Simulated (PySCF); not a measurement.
Bonds: Si1-Cl2, Si1-C3, Si1-C9, Si1-C13, C3-Si4, Si4-Cl5, Si4-C6, Si4-C14, C6-Si7, Si7-Cl8, Si7-C9, Si7-C10, C10-Si11, Si11-Cl12, Si11-C13, Si11-C14. C3 carries H15, H16; C6 carries H17, H18; C9 carries H19, H20; C10 carries H21, H22; C13 carries H23, H24; C14 carries H25, H26.

Geometry: PBE0-D3(BJ)/def2-SVP; GIAO shifts from PySCF, gas phase, non-relativistic, averaged over equivalent atoms.

At PBE0/pcSseg-1 (354 basis functions):
```
                                          atoms  δ (ppm)
                               Si1/Si4/Si7/Si11     29.3
                               Cl2/Cl5/Cl8/Cl12     56.1
                           C3/C6/C9/C10/C13/C14     14.9
H15/H16/H17/H18/H19/H20/H21/H22/H23/H24/H25/H26     0.52
```

Chemical shifts δ = σref − σ; 29Si (σ = 351.99 ppm), 13C (σ = 184.41 ppm), 1H (σ = 31.27 ppm) vs TMS; HCl for 35Cl (σ = 943.27 ppm), all at this level.

What do these become at wB97X-D/pcSseg-1?

Results:


| atoms | δ at wB97X-D/pcSseg-1 | change |
| --- | --- | --- |
| Si1/Si4/Si7/Si11 | 31.9 | +2.6 |
| Cl2/Cl5/Cl8/Cl12 | 46.1 | -10.0 |
| C3/C6/C9/C10/C13/C14 | 13.6 | -1.3 |
| H15/H16/H17/H18/H19/H20/H21/H22/H23/H24/H25/H26 | 0.42 | -0.10 |

Scale: 29Si (352.93 ppm), 13C (184.54 ppm), 1H (31.38 ppm) against TMS; HCl for 35Cl (939.37 ppm) (reference shieldings calculated alike).

The largest change is at Cl2/Cl5/Cl8/Cl12 (chlorine bonded to Si). Cost: 354 basis functions.
